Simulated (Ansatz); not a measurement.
Basis-set extrapolation for C₂H₈BN₃, SMILES `CB1NC(N)N1` (PBE0-D4/def2-TZVP geometry, frozen core, the Gaussian-basis code of Ansatz). Multiplicity 1, RHF reference.

|  | def2-TZVPP | def2-QZVPP |
| --- | --- | --- |
| HF | -268.583345 | -268.596203 |
| MP2 correlation | -1.065960 | -1.138454 |
| CCSD(T) correlation | -1.150364 | not run |

Energies in hartree. Use E(X) = E(∞) + A·exp(−7.88·√X) for Hartree–Fock and E(X) = E(∞) + B·X^(−2.97) for correlation, with X = 3 and 4, and add CCSD(T) minus MP2 of the smaller set to the MP2 limit.

Q: What is the CCSD(T) energy at the basis-set limit?

A: HF limit: -268.596203 + (-0.012858) × 0.13774 = -268.59797. MP2 limit: -1.138454 + (-0.072494) × 0.74074 = -1.19215. Higher-order term: -1.150364 − (-1.065960) = -0.08440. Total: -269.87452 hartree, 88.4 kcal/mol below CCSD(T)/def2-TZVPP.
